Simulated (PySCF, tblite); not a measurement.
Compound: C9H14O.
Geometry (GFN2-xTB, Å), atoms numbered from 1 in this order:
```
atom  x, y, z in Å
C1     1.9679   -2.3430    0.6121
C2     1.9435   -1.0240    0.5848
C3     1.6295   -0.2012   -0.6267
C4     0.4732    0.7270   -0.3476
C5    -0.7883    0.2895   -0.2611
C6    -1.2170   -1.1296   -0.4337
C7    -2.7111   -1.2552   -0.7086
C8     0.8415    2.1522   -0.1636
C9    -0.2285    3.1036    0.3215
O10    1.9655    2.5468   -0.3910
H11    2.2046   -2.8916    1.5081
H12    1.7631   -2.9334   -0.2665
H13    2.1561   -0.4528    1.4794
H14    1.4084   -0.8517   -1.4753
H15    2.4983    0.4164   -0.8726
H16   -1.5895    0.9839   -0.0516
H17   -0.6525   -1.5933   -1.2462
H18   -0.9621   -1.6825    0.4768
H19   -3.2907   -0.8482    0.1172
H20   -2.9784   -0.7174   -1.6160
H21   -2.9862   -2.2994   -0.8367
H22    0.2232    4.0766    0.4985
H23   -1.0055    3.2075   -0.4326
H24   -0.6769    2.7397    1.2422
```

The calculation used PBE0/pcSseg-1 in PySCF (dipole) on a GFN2-xTB geometry, gas phase.

Masses are those of the commonest isotopes; rigid-rotor values at the optimised geometry. The values belong to one conformer with, in the numbering `[CH2:1]=[CH:2][CH2:3]/[C:4](=[CH:5]\[CH2:6][CH3:7])[C:8]([CH3:9])=[O:10]`, C1–C2–C3–C4 124°, C2–C3–C4–C5 -74°, C4–C5–C6–C7 -162°, C3–C4–C8–C9 -171°.

Give the principal moments of inertia and the rotational constants in MHz.

Ia = 366.61, Ib = 501.32, Ic = 803.83 u·Å²; 505379 MHz·u·Å²/I gives A = 1379, B = 1008, C = 628.7 MHz.

What kind of rotor is it?

An asymmetric top; Ray's κ = 0.012.

Is it planar, by Δ = Ic − Ia − Ib?

Not planar: Δ = Ic − Ia − Ib = -64.11 u·Å². For a rigid frame Δ = −2 Σ m c², so Σ m c² = 32.05 u·Å² lies off the ab plane: 13.52 from hydrogen and 18.54 from heavier atoms. The atom farthest from that plane is 1.62 Å away.

Give the other two planar moments, Paa and Pbb, and the rms extents of the mass along the axes.

Paa = Σ m a² = (Ib + Ic − Ia)/2 = 469.27 and Pbb = Σ m b² = (Ia + Ic − Ib)/2 = 334.56 u·Å². With the mass M = 138.10 u, the rms extents √(P/M) along a, b and c are 1.84, 1.56, 0.48 Å.

Predict some low-J microwave lines.

The dipole components are |μa| = 2.54 D, |μb| = 2.28 D, |μc| = 0.87 D. Intensities carry the squares of the components, which stand as 1.00 : 0.80 : 0.12 (a : b : c). Some lines, for components of 0.1 D or more:

```tsv
type	branch	J(Ka,Kc)	MHz	lower level (cm⁻¹)
c	Q	1(1,1) ← 1(0,1)	370	0.055
c	Q	2(2,1) ← 2(1,1)	1111	0.201
a	Q	2(1,1) ← 2(1,2)	1138	0.163
b	Q	2(1,1) ← 2(0,2)	1308	0.158
a	R	1(0,1) ← 0(0,0)	1637	0.000
b	Q	2(2,1) ← 2(1,2)	2249	0.163
a	R	2(0,2) ← 1(0,1)	3095	0.055
a	R	2(1,1) ← 1(1,0)	3653	0.080
b	R	2(2,1) ← 1(1,0)	4764	0.080
c	R	2(2,1) ← 1(1,1)	5144	0.067
```

Estimate the classical rotational partition function at 10 K, 25 K and 200 K.

Point group C1, symmetry number σ = 1; q = (√π/σ)·√((kT/h)³/(ABC)), k/h = 20836.6 MHz/K: 5700 at 10 K, 22500 at 25 K, 510000 at 200 K.

Its GFN2-xTB frequencies are all real (lowest 21 cm⁻¹). Constants of a rigid frame at the computed geometry: no zero-point averaging, no centrifugal distortion. A rigid rotor knows nothing of internal rotation, which can split or shift real lines.
